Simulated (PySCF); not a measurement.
C₂H₇AlO (SMILES [CH3][Al]([CH3])[OH]), singlet, at a GFN2-xTB geometry (such geometries of metal compounds can be far from the true shape); MP2/6-31G in PySCF.

Input for PySCF:
```python
from pyscf import gto, scf, mp

mol = gto.Mole()
mol.atom = '''
    Al    0.04367935   -0.01071840    0.02948782
    C    -1.44752066   -1.34195573    0.04740224
    H    -1.11874466   -2.31455965   -0.32848525
    H    -2.30192831   -1.03442102   -0.55700306
    H    -1.81385232   -1.51596260    1.06270237
    C     0.01448756    1.69360541   -1.01483942
    H     0.85812912    1.75048597   -1.70790879
    H     0.09954629    2.56465910   -0.35957311
    H    -0.89618418    1.81920068   -1.60203496
    O     1.38167833   -0.33904782    0.93276771
    H     2.14997442   -0.52757875    1.45144254
'''
mol.basis = '6-31g'
mol.verbose = 4
mol.build()

mf = scf.RHF(mol)
mf.kernel()

pt = mp.MP2(mf, frozen=8)
pt.kernel()
print('E(MP2) = %.10f' % pt.e_tot)
```

Predict the main parts of the log of this PySCF run.


```
PySCF version 2.14.0

[INPUT] verbose = 4
[INPUT] num. atoms = 11
[INPUT] num. electrons = 40
[INPUT] charge = 0
[INPUT] spin (= nelec alpha-beta = 2S) = 0
[INPUT] symmetry False subgroup None
[INPUT] Mole.unit = angstrom
[INPUT] Symbol           X                Y                Z      unit          X                Y                Z       unit  Magmom
[INPUT]  1 Al     0.043679350000  -0.010718400000   0.029487820000 AA    0.082542008799  -0.020254840494   0.055723903810 Bohr   0.0
[INPUT]  2 C     -1.447520660000  -1.341955730000   0.047402240000 AA   -2.735417607050  -2.535928800991   0.089577251291 Bohr   0.0
[INPUT]  3 H     -1.118744660000  -2.314559650000  -0.328485250000 AA   -2.114121010720  -4.373883837469  -0.620747158459 Bohr   0.0
[INPUT]  4 H     -2.301928310000  -1.034421020000  -0.557003060000 AA   -4.350014064283  -1.954772425293  -1.052583233945 Bohr   0.0
[INPUT]  5 H     -1.813852320000  -1.515962600000   1.062702370000 AA   -3.427684115207  -2.864754129084   2.008216431226 Bohr   0.0
[INPUT]  6 C      0.014487560000   1.693605410000  -1.014839420000 AA    0.027377520613   3.200450387982  -1.917768564212 Bohr   0.0
[INPUT]  7 H      0.858129120000   1.750485970000  -1.707908790000 AA    1.621629016314   3.307939068194  -3.227479858837 Bohr   0.0
[INPUT]  8 H      0.099546290000   2.564659100000  -0.359573110000 AA    0.188115224817   4.846503301874  -0.679494699658 Bohr   0.0
[INPUT]  9 H     -0.896184180000   1.819200680000  -1.602034960000 AA   -1.693542657368   3.437791050823  -3.027407316379 Bohr   0.0
[INPUT] 10 O      1.381678330000  -0.339047820000   0.932767710000 AA    2.610993635946  -0.640707522931   1.762675509738 Bohr   0.0
[INPUT] 11 H      2.149974420000  -0.527578750000   1.451442540000 AA    4.062862828621  -0.996979346640   2.742828886143 Bohr   0.0

nuclear repulsion = 153.740100004569
number of shells = 36
number of NR pGTOs = 140
number of NR cGTOs = 54
basis = 6-31g
ecp = {}

******** <class 'pyscf.scf.hf.RHF'> ********
method = RHF
initial guess = minao
damping factor = 0
level_shift factor = 0
DIIS = <class 'pyscf.scf.diis.CDIIS'>
diis_start_cycle = 1
diis_space = 8
diis_damp = 0
SCF conv_tol = 1e-09
SCF conv_tol_grad = None
SCF max_cycles = 50
direct_scf = True
direct_scf_tol = 1e-13
Set gradient conv threshold to 3.16228e-05
Initial guess from minao.
init E= -396.633943316321
  HOMO = -0.280110713535928  LUMO = 0.0274472653218689  gap/eV = 8.36908
cycle= 1 E= -396.501713820568  delta_E= 0.132  |g|= 0.551  |ddm|= 2.55
  HOMO = -0.338493791445885  LUMO = 0.112874332874709  gap/eV = 12.28235
cycle= 2 E= -396.551794080097  delta_E= -0.0501  |g|= 0.336  |ddm|= 0.619
  HOMO = -0.372339331125882  LUMO = 0.103088885526677  gap/eV = 12.93706
cycle= 3 E= -396.573325617948  delta_E= -0.0215  |g|= 0.0399  |ddm|= 0.235
  HOMO = -0.376070939264861  LUMO = 0.103055316755544  gap/eV = 13.03769
cycle= 4 E= -396.574025135684  delta_E= -0.0007  |g|= 0.00504  |ddm|= 0.0786
  HOMO = -0.374832487302618  LUMO = 0.103629094049517  gap/eV = 13.01960
cycle= 5 E= -396.574038544385  delta_E= -1.34e-05  |g|= 0.00162  |ddm|= 0.0115
  HOMO = -0.375367627298595  LUMO = 0.103588970304446  gap/eV = 13.03307
cycle= 6 E= -396.57403983458  delta_E= -1.29e-06  |g|= 0.000355  |ddm|= 0.00343
  HOMO = -0.375447810460199  LUMO = 0.10354323384335  gap/eV = 13.03401
cycle= 7 E= -396.574039921852  delta_E= -8.73e-08  |g|= 6.76e-05  |ddm|= 0.000851
  HOMO = -0.375450151942693  LUMO = 0.103549911789385  gap/eV = 13.03426
cycle= 8 E= -396.574039925275  delta_E= -3.42e-09  |g|= 8.14e-06  |ddm|= 0.000159
  HOMO = -0.37545082707166  LUMO = 0.103549507659222  gap/eV = 13.03426
cycle= 9 E= -396.574039925325  delta_E= -5.04e-11  |g|= 2.18e-06  |ddm|= 1.92e-05
  HOMO = -0.37545076138538  LUMO = 0.1035496125647  gap/eV = 13.03426
Extra cycle  E= -396.574039925329  delta_E= -4.32e-12  |g|= 9.81e-07  |ddm|= 3.89e-06
converged SCF energy = -396.574039925329

******** <class 'pyscf.mp.mp2.RMP2'> ********
nocc = 12, nmo = 46
frozen orbitals 8
E(RMP2) = -396.913279586104  E_corr = -0.339239660774819
E(SCS-RMP2) = -396.917310905009  E_corr = -0.343270979679286
E_corr(same-spin) = -0.0736345537505742
E_corr(oppo-spin) = -0.265605107024245
E(MP2) = -396.9132795861
```
